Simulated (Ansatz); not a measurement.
A structure relaxed at PBE0-D4/def2-TZVP, charge 0, multiplicity 1:

```xyz
7

C    -0.946    0.009    0.136
Ga    0.970   -0.017   -0.131
F     2.064    1.240    0.396
F     1.847   -1.293   -0.940
H    -1.336   -1.008    0.146
H    -1.184    0.510    1.074
H    -1.415    0.558   -0.682
```

Problem. Give its formula and SMILES.

Solution. CH3F2Ga, `[CH3][Ga]([F])[F]`.

Problem. Summarise the bond lengths by kind.

Solution. 1 × C–Ga 1.935 Å; 3 × C–H 1.089 to 1.091 Å; 2 × F–Ga 1.747 Å.

Results of the Gaussian-basis code of Ansatz.
